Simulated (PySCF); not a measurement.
C₅H₉ClO.
Structure used (PBE0-D3(BJ)/def2-SVP), in Å, numbered top down from 1:
```xyz
16
C5H9ClO angstrom
C     -1.4151    0.7286    0.6453
C     -0.0405    1.0773    1.1923
C      1.0856    0.7738    0.2137
C      2.4517    1.1406    0.7652
C      3.5766    0.8549   -0.1837
O      3.5068    0.3839   -1.2658
Cl     5.1681    1.3228    0.5097
H     -2.2093    0.9610    1.3703
H     -1.4882   -0.3435    0.4027
H     -1.6313    1.2898   -0.2778
H      0.1360    0.5259    2.1329
H     -0.0086    2.1475    1.4635
H      1.0767   -0.2966   -0.0515
H      0.9190    1.3149   -0.7328
H      2.6762    0.6023    1.7024
H      2.5168    2.2095    1.0318
```

The closed-shell ground state was solved at several levels (PySCF, density fitting, gas phase, non-relativistic).

```
             level  basis functions  HOMO (eV)  LUMO (eV)  gap (eV)  dipole (D)
        PBE0/6-31G               85      -8.45      -0.94      7.51        3.38
      LDA/pcSseg-1              171      -7.21      -2.29      4.92        3.07
       PBE0/STO-3G               48      -6.00       1.81      7.81        2.83
CAM-B3LYP/pcSseg-1              171      -9.94       0.31     10.25        3.09
PBE0/6-311+G(2d,p)              251      -8.52      -1.01      7.51        3.13
```

Problem. Estimate the row for PBE0/6-31G*, a basis of 120 functions; the other rows only guide the guess.

Solution. HOMO -8.32 eV, LUMO -0.68 eV, gap 7.64 eV, dipole 3.08 D.

Problem. Over all these levels, which gives the widest orbital gap and which the narrowest?

Solution. CAM-B3LYP/pcSseg-1 (range-separated hybrid) has the widest, 10.25 eV, and LDA/pcSseg-1 (LDA) the narrowest, 4.92 eV. The two share the basis. From the narrowest to the widest the HOMO moves by -2.73 eV and the LUMO by +2.60 eV.

Problem. How much does the basis alone move the frontier levels among the 4 PBE0 rows (the withheld one included)?

Solution. The HOMO by 2.52 eV and the LUMO by 2.82 eV. By rising basis size (HOMO, LUMO in eV): STO-3G -6.00, 1.81; 6-31G -8.45, -0.94; 6-31G* -8.32, -0.68; 6-311+G(2d,p) -8.52, -1.01.

Problem. How far do the dipole and the HOMO energy spread over the levels?

Solution. The dipole runs from 2.83 to 3.38 D (mean 3.10 D) and the HOMO from -9.94 to -6.00 eV.

One conformer stands for the species.
